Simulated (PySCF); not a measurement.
HgF4, SMILES [F][Hg]([F])([F])[F].

Geometry: B3LYP-D3(BJ)/def2-SVP. The def2 effective core potentials stand for the cores of Hg; spin–orbit coupling is left out.

Two levels are set side by side: TDA-PBE/def2-SVPD (PySCF) and TDA-M06-2X/def2-SVPD (PySCF). Vertical, same geometry. The lowest singlet is HOMO−1→LUMO 100 % with PBE and HOMO−2→LUMO 97 % with the other functional; states are paired by order. Differences are taken from unrounded values.

| quantity | TDA-M06-2X |
|---|---|
| lowest singlet excitation (eV) | 3.07 |
| lowest triplet excitation (TDA) (eV) | 2.66 |
| first bright state (f over 0.05) (eV) | 6.86 |
| its oscillator strength | 0.57 |

**Question.** What does TDA-PBE give, and how far is it from TDA-M06-2X? (Estimate from the structure and the level; the computed values follow.)

**Answer.** 
```json
[
 {"quantity": "lowest singlet excitation (eV)", "TDA-PBE": "2.30", "TDA-PBE minus TDA-M06-2X": "-0.77"},
 {"quantity": "lowest triplet excitation (TDA) (eV)", "TDA-PBE": "1.85", "TDA-PBE minus TDA-M06-2X": "-0.80"},
 {"quantity": "first bright state (f over 0.05) (eV)", "TDA-PBE": "6.30", "TDA-PBE minus TDA-M06-2X": "-0.56"},
 {"quantity": "its oscillator strength", "TDA-PBE": "0.24", "TDA-PBE minus TDA-M06-2X": "-0.33"}
]
```

Functionals without exact exchange tend to place singlet excitations lower, as here. Differences between two approximate levels are no errors against the true value.

Rough cost on one machine, each run with all the roots and properties that it gave: TDA-M06-2X against TDA-PBE about 8 times.
